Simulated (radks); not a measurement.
Spherical quantum dot in the effective-mass picture: electrons in a parabolic well V = omega^2 r^2 / 2 with omega = 2.86, all in effective atomic units (hartree* = m*/eps^2 hartree, bohr* = eps/m* bohr), one dielectric constant everywhere. Calculated with a radial shooting solver with Libxc functionals: non-relativistic Kohn-Sham, LDA (Slater exchange, Perdew-Wang correlation), spin-polarised, spherical densities. Levels are named by radial order and angular momentum (1s, 1p, 1d, 2s, ...), and open shells are averaged over m. Results are scaled to m* = 0.031 and eps = 13.2, for which hartree* = 4.841 meV and bohr* = 22.53 nm.

N = 2, configuration 1s2. This is the lowest configuration that the search found. Occupied and some empty levels:

level,occupation,eigenvalue (meV),<r> (nm)
1s,2,29.436,15.71
1p,0,42.169,20.62
1d,0,55.280,24.53
2s,0,55.878,22.85

Energy (meV): total 48.2368, kinetic 19.118, external 22.579, Hartree 12.491, exchange-correlation -5.9509.
